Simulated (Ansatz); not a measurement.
Ansatz (an electronic-structure program) job for C₂H₁₁NSi₃, SMILES [SiH3]N1[C@H]([SiH3])[SiH2]C1, PBE/def2-SVPD. Geometry optimised at PBE-D3(BJ)/def2-SVP. The structure was generated by enumeration; whether it is a known compound was not checked.

Ansatz 0.2 input:
```yaml
crystal:
  periodic: [false, false, false]
  atoms:
    - {symbol: Si, position_ang: [-1.66684841, -1.18854499, 0.83095307]}
    - {symbol: C, position_ang: [-0.52035743, 0.30133068, 0.55344890]}
    - {symbol: Si, position_ang: [-0.99150618, 1.51545072, -0.86229354]}
    - {symbol: C, position_ang: [0.82054903, 1.04488416, -1.26314649]}
    - {symbol: N, position_ang: [0.72978266, 0.01021725, -0.20575756]}
    - {symbol: Si, position_ang: [2.12648793, -0.85146855, 0.41460163]}
    - {symbol: H, position_ang: [-1.04609536, -2.23975085, 1.71241915]}
    - {symbol: H, position_ang: [-2.93544431, -0.70618345, 1.48861673]}
    - {symbol: H, position_ang: [-2.00428438, -1.81444756, -0.49495267]}
    - {symbol: H, position_ang: [-0.35824375, 0.85326555, 1.51357989]}
    - {symbol: H, position_ang: [-2.03092163, 1.01061072, -1.82553085]}
    - {symbol: H, position_ang: [-1.30184384, 2.94176499, -0.49781269]}
    - {symbol: H, position_ang: [1.55321992, 1.86099187, -1.04839283]}
    - {symbol: H, position_ang: [1.04924914, 0.63540536, -2.27107213]}
    - {symbol: H, position_ang: [1.64070448, -2.03465341, 1.20358406]}
    - {symbol: H, position_ang: [2.95246298, -1.29227110, -0.76311549]}
    - {symbol: H, position_ang: [3.01770194, -0.01966248, 1.31550892]}
basis:
  gaussian:
    orbitals: def2-SVPD
hamiltonian:
  xc: {name: PBE}
```

Output:

```
WARN ansatz: RAYON_NUM_THREADS=2 ignored (pool sized by the plan → 2); use --threads N
Functional definition: PBE
integrals: 0.21 GiB planned
1901 factors; their error is unknown
mean field: 1.30 GiB planned
mean field evaluation 1: about -27336.9261 eV, gradient 6.6e1 eV
mean field evaluation 2: about -27265.6999 eV, gradient 1.7e2 eV
mean field evaluation 4: about -27347.4291 eV, gradient 1.7e1 eV
mean field evaluation 8: about -27348.0494 eV, gradient 3.7e-1 eV
mean field evaluation 16: about -27347.9796 eV, gradient 2.7e-4 eV
mean field -27347.97959460 eV, -1005.0197129752 hartree, gradient 3.9e-5 eV, S^2 0.000000; 0 other end points of the search recorded, 0 dependent functions left out
reference -27347.97965475 eV, -1005.0197151858 hartree; 36, 36 occupied and 184, 184 virtual orbitals, 1901 factors
Total energy: -27347.97965475 eV, -1005.0197151858 hartree
```

The calculation finished and met its thresholds.
